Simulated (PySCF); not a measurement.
disilicic acid (H₆O₇Si₂), SMILES O([Si](O)(O)O)[Si](O)(O)O.

Geometry: PBE0-D3(BJ)/def2-SVP. Other conformers were not sampled.

Computed with CAM-B3LYP/def2-SVP (PySCF).

Isolated molecule, no solvent.

Computed frontier levels, gap, dipole moment and polarisability:
```yaml
highest_occupied_level: -9.95 eV
lowest_empty_level: 1.63 eV
orbital_gap: 11.59 eV
dipole_moment: 1.65 D
quadrupole, principal values (traceless, Buckingham form, about the centre of nuclear charge): -3.96, 0.81, 3.14 D·Å
mean_static_polarisability: 52.0 bohr³ (7.70 Å³)
polarisability_principal_values: 47.2, 49.5, 59.2 bohr³
```
